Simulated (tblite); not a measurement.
Compound: C7H7PS.
Cartesian coordinates in Å at the GFN2-xTB level; atoms count from 1:
```
atom  x, y, z in Å
C1     4.4338   -0.2948    1.1482
C2     3.3142   -0.3106    0.7063
C3     2.0176   -0.3378    0.1896
P4     0.8666    0.9287    0.3997
C5    -0.3887    0.0738   -0.5300
C6    -1.7548    0.6717   -0.6973
C7    -2.5363    0.5967    0.6135
C8    -0.0549   -1.1409   -1.0276
S9     1.5260   -1.7339   -0.7254
H10    5.4063   -0.2665    1.5390
H11   -2.2956    0.1411   -1.4842
H12   -1.6570    1.7186   -0.9954
H13   -3.5129    1.0621    0.5026
H14   -2.6764   -0.4393    0.9148
H15   -1.9908    1.1134    1.4016
H16   -0.7047   -1.7732   -1.6078
```

Level: GFN2-xTB in tblite, geometry and Hessian alike; calculated harmonic values, unscaled, isolated species. This tight-binding method is rough: wavenumbers can miss measured ones by several per cent, in bad cases by 10 to 20. One conformer, not necessarily the lowest.

Harmonic wavenumbers (cm⁻¹): 35.2, 76.4, 114.7, 156.8, 201.9, 261.9, 294.4, 318.7, 379.8, 409.1, 427.6, 484.1, 559.9, 579.7, 622.6, 646.5, 673.9, 756.1, 815.6, 877.4, 956.8, 981.6, 1064.6, 1079.6, 1128.0, 1196.1, 1218.7, 1252.3, 1313.5, 1408.4, 1476.7, 1494.1, 1498.5, 1510.3, 2222.2, 2961.3, 2975.4, 3020.9, 3032.7, 3036.5, 3104.9, 3398.8.

A = 2513, B = 789.7, C = 633.7 MHz; mass 154.001 u (most abundant isotopes); point group C1, symmetry number 1.

Q: What is the zero-point energy?

A: Half the sum of the wavenumbers: 25012 cm⁻¹ = 71.51 kcal/mol.

Q: Entropy at 298.15 K, 1 bar (ideal gas, RRHO, classical rotation)?

A: Translation 41.03, rotation 29.93, vibration 28.68: S = 99.6 cal/(mol K).

Q: And Cp and H(298.15 K) − H(0)?

A: Cp = 37.99 cal/(mol K), of which vibrations give 30.04 (their classical limit is 42 R = 83.5); H(298.15 K) − H(0) = 6.90 kcal/mol without the zero-point energy, 4.53 from vibrations.

Q: What must be added to the electronic energy to get the Gibbs energy at 298.15 K and 1 bar?

A: ZPE + [H(298.15 K) − H(0)] − T·S = 71.51 + 6.90 − 29.71 = 48.70 kcal/mol.

Q: How do the functions run with temperature in this model?

A: 
```
T (K)  S (cal/(mol K))  Cp (cal/(mol K))  H − H(0) (kcal/mol)  G − H(0) (kcal/mol)  ln q(vib)
  150             78.9              23.5                 2.31                -9.53       3.00
  250             93.3              33.6                 5.18               -18.16       5.55
  400            112.0              46.2                11.20               -33.59       9.38
  600            133.2              58.1                21.72               -58.17      14.28
  900            159.0              69.0                40.94              -102.14      20.98
```

q(vib) and H(0) count from the zero-point level.

Q: Blend soft modes into free rotors: weight 1/[1 + (100 cm⁻¹/ν̃)⁴] for the oscillator and the rest for a rotor with moment μB/(μ + B), μ = h/(8π²ν), B = 10⁻⁴⁴ kg m². What vibrational entropy results?

A: 26.27 cal/(mol K) in place of 28.68, which changes −T·S at 298.15 K by +0.72 kcal/mol.

Q: Which modes carry the vibrational entropy at 298.15 K?

A: 35.2 cm⁻¹: 5.51; 76.4 cm⁻¹: 3.98; 114.7 cm⁻¹: 3.19; 156.8 cm⁻¹: 2.59; 201.9 cm⁻¹: 2.12; 261.9 cm⁻¹: 1.65 cal/(mol K); the other 36 give 9.64 together.

Hindered rotation and anharmonicity are outside this model. Other conformers, if any are populated, would add a mixing term that is left out. The structure is chiral; the term R ln 2 for an equal mix with its mirror image is left out.
